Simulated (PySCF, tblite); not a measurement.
Isomers of C5H11FN2Si, one GFN2-xTB conformer each. Single-point energies are computed at PBE0/pcSseg-1 (PySCF, gas phase, no added dispersion term), electronic only.

```csv
SMILES,GFN2-xTB relative energy (kcal/mol)
C[C@]1(/C=C\F)CN[SiH2]N1,0.0
C/N=C/[C@@H]1C[Si@@H](CF)N1,36.2
CN(C)[SiH2][C@H](F)CC#N,29.5
```

Conformers: `[CH3:1][C@:2]1(/[CH:3]=[CH:4]\[F:5])[CH2:6][NH:7][SiH2:8][NH:9]1` with C1–C2–C3–C4 -67°, C1–C2–C6–N7 -84°, C2–C6–N7–Si8 -31°, C6–N7–Si8–N9 13°, N7–Si8–N9–C2 10°; `[CH3:1]/[N:2]=[CH:3]/[C@@H:4]1[CH2:5][Si@@H:6]([CH2:7][F:8])[NH:9]1` with N2–C3–C4–C5 104°, C5–Si6–C7–F8 -103°, C3–C4–C5–Si6 -105°, C4–C5–Si6–C7 -118°, C5–Si6–N9–C4 13°, C3–C4–N9–Si6 101°; `[CH3:1][N:2]([CH3:3])[SiH2:4][C@H:5]([F:6])[CH2:7][C:8]#[N:9]` with C1–N2–Si4–C5 -50°, N2–Si4–C5–F6 73°, Si4–C5–C7–C8 -169°.

What does PBE0/pcSseg-1 give for the same structures?

```tsv
SMILES	PBE0/pcSseg-1 E (Eh)	PBE0/pcSseg-1 (kcal/mol)	GFN2-xTB (kcal/mol)	point group
C[C@]1(/C=C\F)CN[SiH2]N1	-695.35948	0.0	0.0	C1
CN(C)[SiH2][C@H](F)CC#N	-695.33379	16.1	29.5	C1
C/N=C/[C@@H]1C[Si@@H](CF)N1	-695.32469	21.8	36.2	C1
```

Both levels put the same isomer lowest; measured from each level's own lowest isomer, the values differ by up to 14.4 kcal/mol (C/N=C/[C@@H]1C[Si@@H](CF)N1: 36.2 against 21.8). As drawn, the lowest has a C=C bond outside aromatic rings, which the highest lacks; the highest has a four-membered ring, a C=N bond and an Si–C bond, which the lowest lacks.

Which frontier levels, dipoles and rotational constants go with these structures?

| SMILES | HOMO (eV, PBE0/pcSseg-1) | LUMO (eV) | dipole (D) | A, B, C (MHz) |
| --- | --- | --- | --- | --- |
| C[C@]1(/C=C\F)CN[SiH2]N1 | -6.56 | 0.45 | 0.93 | 3006, 865.2, 814.0 |
| CN(C)[SiH2][C@H](F)CC#N | -6.84 | 0.40 | 5.37 | 2612, 679.3, 666.1 |
| C/N=C/[C@@H]1C[Si@@H](CF)N1 | -6.87 | -0.09 | 2.76 | 3432, 614.9, 582.6 |

What happens when harmonic zero-point energies from GFN2-xTB frequencies are added?

```tsv
SMILES	ZPE (kcal/mol)	electronic (kcal/mol)	with ZPE (kcal/mol)
C[C@]1(/C=C\F)CN[SiH2]N1	97.5	0.0	0.0
CN(C)[SiH2][C@H](F)CC#N	96.0	16.1	14.7
C/N=C/[C@@H]1C[Si@@H](CF)N1	97.5	21.8	21.9
```

The zero-point energies span 1.5 kcal/mol. The order is unchanged.
